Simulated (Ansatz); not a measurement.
Cost and result for the atomization energy of AsBH6 (`[BH3-][AsH3+]`) (8 atoms, 7 bonds).

The species carries charge 0 and has multiplicity 1. Correlated methods include outer-core shells of As, which these sets cover unevenly. Scalar relativity is left out up to krypton. Geometry: relaxed with PBE0-D4/def2-TZVP. Program: Ansatz. All runs use 4 threads of an Arm Neoverse V1 on a shared host. Times are those of one run each, without the atoms' runs, and a repeat can differ threefold. Electronic energies, without spin–orbit coupling; frozen cores. CCSD(T)/CBS adds CCSD(T) − MP2 in def2-TZVPP to the MP2 limit, and its time is that of the two runs behind it. T1 = 0.010. With those shells the extrapolation isn't a true limit. B3LYP takes the VWN-RPA correlation (the form of Gaussian; ORCA's B3LYP/G). HSE06 is the plane-wave form, built on full-range PBE exchange.

CCSD(T)/CBS is a level of theory with its own doubt, some kJ/mol a heavy atom from the limit and from the frozen cores, so smaller differences don't rank the functionals.

```csv
level,functions,wall time,atomization (kcal/mol),difference from CCSD(T)/CBS,per bond
revPBE-D4/def2-TZVPP,163,0.9 s,514.7,-5.4,-0.8
BLYP-D4/def2-TZVPP,163,1 s,523.0,2.9,0.4
CCSD(T)/def2-SVP,76,1.1 s,490.3,-29.8,-4.3
BHLYP-D4/def2-TZVPP,163,1.2 s,519.2,-0.9,-0.1
HSE06-D4/def2-TZVPP,163,1.4 s,519.4,-0.7,-0.1
CAM-B3LYP-D4/def2-TZVPP,163,1.4 s,528.1,8.0,1.1
B3LYP-D4/def2-TZVPP (with forces),163,1.5 s,527.7,7.6,1.1
PBE-QIDH/def2-TZVPP,163,1.9 s,515.6,-4.5,-0.6
r2SCANh-D4/def2-TZVPP,163,2.1 s,523.5,3.4,0.5
ωB97X-V/def2-TZVPP,163,3.6 s,527.6,7.5,1.1
MP2/def2-QZVPP,326,7.5 s,507.6,-12.5,-1.8
CCSD(T)/def2-TZVPP,163,16 s,511.6,-8.5,-1.2
CCSD(T)/CBS(def2),–,24 s,520.1,0.0,0.0
```

In def2-TZVPP, CCSD(T) changes the Hartree–Fock value by +125.7 kcal/mol (the triples alone add +4.7 kcal/mol) and MP2 by +116.7 kcal/mol; breaking electron pairs costs correlation energy, which Hartree–Fock lacks. The D4 term adds +4.3 kcal/mol with B3LYP and +2.2 kcal/mol with PBE0; it sums over pairs of atoms, weighted by their polarisabilities, and B3LYP, whose exchange is more repulsive, gets the larger term. Leaving LDA and LC-ωPBE aside and taking each functional with its dispersion term where it has one, the values, not all of them listed here, spread over 14.5 kcal/mol, from revPBE-D4 to B97M-V. LDA lies +68.7 kcal/mol from PBE without D4, its usual overbinding.
